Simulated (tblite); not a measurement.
Species: C₆H₁₂GeO.
Cartesian coordinates in Å at the GFN2-xTB level; atoms count from 1:
```
atom  x, y, z in Å
C1    -2.8310   -0.0003    1.4570
O2    -1.5557    0.0061    0.8744
C3    -1.5757    0.1635   -0.5236
Ge4    0.3676    0.1231   -0.9808
C5     1.3097   -1.4470   -0.2067
C6     2.3015   -0.8234    0.7289
C7     2.3630    0.4894    0.8748
C8     1.4421    1.3913    0.1091
H9    -3.3573    0.9433    1.2639
H10   -2.6906   -0.1255    2.5293
H11   -3.4390   -0.8271    1.0675
H12   -2.0545    1.1094   -0.8071
H13   -2.1383   -0.6470   -1.0044
H14    0.5423    0.2810   -2.4860
H15    1.8189   -2.0675   -0.9452
H16    0.6338   -2.0975    0.3495
H17    2.9543   -1.4857    1.2814
H18    3.0680    0.9523    1.5522
H19    2.0132    2.1095   -0.4805
H20    0.8224    1.9628    0.8008
```

Level: GFN2-xTB in tblite, geometry and Hessian alike; calculated harmonic values, unscaled, isolated species. This tight-binding method is rough: wavenumbers can miss measured ones by several per cent, in bad cases by 10 to 20. Modes of hydrogen on germanium can be 10 to 20 % off. One conformer, not necessarily the lowest.

Harmonic wavenumbers (cm⁻¹): 31.9, 43.9, 78.2, 100.5, 154.4, 212.0, 227.4, 317.0, 347.4, 360.6, 530.7, 549.8, 592.9, 618.9, 653.2, 691.4, 735.6, 769.4, 782.2, 794.2, 906.3, 964.1, 974.4, 1009.1, 1083.7, 1098.3, 1107.3, 1127.6, 1136.9, 1151.4, 1179.1, 1195.5, 1222.6, 1251.2, 1320.3, 1407.3, 1430.2, 1436.4, 1469.5, 1475.2, 1492.3, 1713.7, 1853.6, 2847.0, 2881.1, 2891.4, 2914.9, 2950.4, 2951.8, 2970.8, 2973.2, 3023.0, 3044.9, 3060.6.

A = 2256, B = 1010, C = 905.4 MHz; mass 174.010 u (most abundant isotopes); point group Cs, symmetry number 1.

Problem. Zero-point energy?

Solution. ½Σν̃ = 35053 cm⁻¹ = 419.33 kJ/mol.

Problem. What is S at 350 K and 1 bar for an ideal gas of classical rigid rotors and harmonic oscillators?

Solution. Translation 176.53, rotation 125.15, vibration 161.42: S = 463.1 J/(mol K).

Problem. And Cp and H(350 K) − H(0)?

Solution. Cp = 190.22 J/(mol K), of which vibrations give 156.96 (their classical limit is 54 R = 449.0); H(350 K) − H(0) = 39.58 kJ/mol without the zero-point energy, 27.94 from vibrations.

Problem. Which modes carry the vibrational entropy at 350 K?

Solution. 31.9 cm⁻¹: 25.21; 43.9 cm⁻¹: 22.56; 78.2 cm⁻¹: 17.79; 100.5 cm⁻¹: 15.72; 154.4 cm⁻¹: 12.23; 212.0 cm⁻¹: 9.72 J/(mol K); the other 48 give 58.18 together.

Problem. Blend soft modes into free rotors: weight 1/[1 + (100 cm⁻¹/ν̃)⁴] for the oscillator and the rest for a rotor with moment μB/(μ + B), μ = h/(8π²ν), B = 10⁻⁴⁴ kg m². What vibrational entropy results?

Solution. 142.60 J/(mol K) in place of 161.42, which changes −T·S at 350 K by +6.59 kJ/mol.

Problem. How do the functions run with temperature in this model?

Solution. 
```csv
T (K),S (J/(mol K)),Cp (J/(mol K)),H − H(0) (kJ/mol),G − H(0) (kJ/mol),ln q(vib)
50,259.0,61.5,2.34,-10.61,1.03
100,308.3,82.6,5.96,-24.88,2.65
298.15,434.5,166.7,30.32,-99.23,8.39
373.15,475.6,200.3,44.10,-133.37,10.45
500,541.3,249.4,72.75,-197.92,13.90
750,656.5,318.0,144.34,-348.04,20.48
1000,754.5,362.8,229.81,-524.73,26.63
```

q(vib) and H(0) count from the zero-point level.

Problem. What must be added to the electronic energy to get the Gibbs energy at 350 K and 1 bar?

Solution. ZPE + [H(350 K) − H(0)] − T·S = 419.33 + 39.58 − 162.08 = 296.83 kJ/mol.

Hindered rotation and anharmonicity are outside this model. Other conformers, if any are populated, would add a mixing term that is left out.
